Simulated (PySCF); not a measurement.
## Two-component Hartree-Fock for In⁴⁺ (indium, charge +4)

Start: [Kr] 4d9; 4d3/2 filled at m_j = -1/2, +1/2, +3/2; 4d5/2 filled at m_j = -5/2, -3/2, -1/2, +1/2, +3/2, +5/2. Calculated with PySCF 2.14 in x2c-TZVPPall-2c (8s9p5d2f, 74 functions): generalised Hartree-Fock with the X2C-1e Hamiltonian and a Gaussian nucleus; one run each with spin-orbit coupling (SO) screened by Boettger's factors, then bare. This is a chosen level, not necessarily the ground level.

| spinor shell | electrons | ε, screened SO (eV) | ε, bare SO (eV) | weight of nominal j (bare SO) | rms radius, bare SO (bohr) |
| --- | --- | --- | --- | --- | --- |
| 1s1/2 | 2 | -28128.7 | -28128.5 | 1.000 | 0.0340 |
| 2s1/2 | 2 | -4344.2 | -4344.2 | 1.000 | 0.139 |
| 2p1/2 | 2 | -4043.8 | -4050.6 | 1.000 | 0.120 |
| 3s1/2 | 2 | -903.07 | -903.06 | 1.000 | 0.371 |
| 3p1/2 | 2 | -780.48 | -781.73 | 1.000 | 0.364 |
| 3p3/2 | 4 | -740.75 | -740.24 | 1.000 | 0.376 |
| 3d3/2 | 4 | -525.35 | -526.59 | 1.000 | 0.350 |
| 3d5/2 | 6 | -517.87 | -517.07 | 1.000 | 0.353 |
| 4s1/2 | 2 | -191.89 | -191.90 | 1.000 | 0.902 |
| 4p1/2 | 2 | -148.43 | -148.66 | 0.973 | 0.958 |
| 4p3/2 | 4 | -142.82 | -142.74 | 0.987 | 0.987 |
| 4d3/2 | 3 | -74.964 | -75.100 | 0.900 | 1.19 |
| 4d5/2 | 6 | -73.934 | -73.854 | 0.950 | 1.20 |

Where does 2p3/2 lie, and what is the 2p spin-orbit splitting (bare SO)?

At -3828.3 eV, 222.31 eV above 2p1/2.

| quantity | screened SO | bare SO |
| --- | --- | --- |
| E (hartree) | -5875.07946 | -5875.19347 |
| M_J | 3/2 | 3/2 |
| ⟨J²⟩ | 3.752 | 3.752 |
| ⟨L²⟩ | 6.018 | 6.020 |
| ⟨S²⟩ | 0.766 | 0.768 |

Each row is a mean over spinors that exchange with the open shell spreads, by up to 5.138 eV (4p1/2).

Rows whose weight is well below 1 are mixtures of j = l ± 1/2: exchange outweighs spin-orbit coupling there, and the label is only the starting occupation.

Breit and QED terms are absent; they matter most for the inner s and p1/2 levels.

Densities and radii are taken from the X2C orbitals without a picture-change correction, which distorts them close to the nucleus.
